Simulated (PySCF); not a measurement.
Simulated outer-valence photoelectron spectrum of `[NH3+][AlH2-][Br]`. Theory: EOM-IP-CCSD/aug-cc-pVDZ in PySCF, restricted Hartree–Fock reference, 15 core orbitals frozen, non-relativistic, gas phase, PBE0-D3(BJ)/def2-SVP geometry.

Each root has a Gaussian of 0.6 eV full width with its one-hole share as area; cross sections and vibrations are left out, and the highest printed point is 100.

ionisation energy (eV), intensity and a bar:
```
      9.0          1 
      9.2          5 #
      9.4         20 ######
      9.6         47 ##############
      9.8         68 ####################
     10.0         73 ######################
     10.2         62 ###################
     10.4         40 ############
     10.6         34 ##########
     10.8         66 ####################
     11.0        100 ##############################
     11.2         84 #########################
     11.4         38 ###########
     11.6          9 ###
     11.8          1 
     12.0          2 #
     12.2         11 ###
     12.4         32 ##########
     12.6         49 ###############
     12.8         41 ############
     13.0         18 #####
     13.2          4 #
     13.4          1 
     13.6          0 
     13.8          0 
     14.0          0 
     14.2          0 
     14.4          0 
     14.6          0 
     14.8          0 
     15.0          1 
     15.2          6 ##
     15.4         22 #######
     15.6         44 #############
     15.8         47 ##############
     16.0         27 ########
     16.2          8 ###
     16.4          1 
     16.6          0 
     16.8          0 
     17.0          0 
     17.2          0 
     17.4          0 
     17.6          0 
     17.8          0 
     18.0          1 
     18.2          6 ##
     18.4         28 #########
     18.6         72 ######################
     18.8        100 ##############################
     19.0         76 #######################
     19.2         32 ##########
     19.4          7 ##
     19.6          1
```

Where are the maxima, and how many lines lie under the curve?

5 maxima, at 10.0, 11.0, 12.6, 15.7 and 18.8 eV, from 8 lines. At this width some lines have no maximum of their own.

List the lines with their holes.

| E (eV) | leading hole (HF orbital) | area | Koopmans (eV) |
| --- | --- | --- | --- |
| 9.75 | HOMO | 0.95 | 10.30 |
| 10.17 | HOMO-1 | 0.96 | 10.72 |
| 11.03 | HOMO-2 | 0.94 | 11.64 |
| 11.06 | HOMO-3 | 0.95 | 11.64 |
| 12.64 | HOMO-4 | 0.93 | 13.53 |
| 15.72 | HOMO-5 | 0.92 | 17.15 |
| 18.77 | HOMO-6 | 0.95 | 19.88 |
| 18.85 | HOMO-7 | 0.95 | 19.96 |

The widest gap, 3.08 eV, lies between 12.64 and 15.72 eV. Only orbitals with −ε under 21 eV, eight at most, were ionised, so the high end of the curve may lack lines.

The run took 1.9 min of wall time on one thread, Arm Neoverse V1 (aarch64), shared host with 32 logical CPUs at a one-minute load of 4.4, and the process peaked at 1.7 GiB of memory.
